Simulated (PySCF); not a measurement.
# How methods differ on the interval between two levels of Lu

Lu [Xe] 4f14 5d1 6s2 [2D5/2, M_J = 5/2] → Lu [Xe] 4f14 5d1 6s1 6p1 [4F9/2, M_J = 9/2], as a difference of total energies. All numbers are calculated (PySCF 2.14, the two-component X2C-1e Hamiltonian, in x2c-TZVPall-2c (11s11p10d2f1g, 117 functions)). Correlated levels: [Ar] 3d10 frozen; the 18 highest virtual spinors dropped. "Screened" scales the spin-orbit matrix elements by Boettger's factors to mimic the two-electron term; Breit and QED terms are absent.

| method | interval between two levels (cm⁻¹) |
| --- | --- |
| GHF (screened spin-orbit) | 10414 |
| GMP2 (screened spin-orbit) | 19385 |

The labels give the starting determinants; with spin-orbit coupling the two ends relaxed to ⟨J²⟩ = 9.00, ⟨L²⟩ = 6.31, ⟨S²⟩ = 0.92 and ⟨J²⟩ = 24.78, ⟨L²⟩ = 12.13, ⟨S²⟩ = 3.86.
